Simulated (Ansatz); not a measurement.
Reaction (redistribution): `[O]=[Mo]([F])([F])=[S]` + `[OH][Zr]([F])([F])[Br]` → `[O]=[Mo]([OH])([F])=[S]` + `[F][Zr]([F])([F])[Br]`

Computed with Ansatz on PBE0-D4/def2-TZVP structures; ΔE is electronic, products minus reactants. CCSD(T)/CBS is the MP2 limit (def2-TZVPP, def2-QZVPP) plus CCSD(T) − MP2 in def2-TZVPP, frozen cores. DFT in def2-TZVPP. Elements past krypton have def2 core potentials. For Br, Mo, Zr outer-core shells are correlated without core-valence functions, which leaves a few kJ/mol of doubt a bond. Scalar relativity is left out up to krypton. One conformer a species, not always the lowest.

(1) Is it downhill or uphill in electronic energy at CCSD(T)/CBS, and by how much? (An estimate is asked.)

(2) What do these levels give: CAM-B3LYP-D4, BLYP, PBE0, BHLYP, SCS-MP2/def2-QZVPP, MP2/CBS(def2)? (Best estimate.)

Largest T1 diagnostic among the species: 0.025, so the coupled-cluster value is less sure than usual.

Answers

(1) Ansatz gave: Downhill: ΔE = -19.5 kJ/mol.

(2) Computed: CAM-B3LYP-D4 -18.9, BLYP -21.4, PBE0 -22.0, BHLYP -19.1, SCS-MP2/def2-QZVPP -17.3, MP2/CBS(def2) -18.0 kJ/mol.

At CCSD(T), def2-SVP lies +3.1 kJ/mol from the extrapolated value and def2-TZVPP −0.4 kJ/mol. Leaving LDA and LC-ωPBE aside and taking each functional with its dispersion term where it has one, the values, not all of them listed here, spread over 6.3 kJ/mol, from revPBE-D4 to CAM-B3LYP-D4.
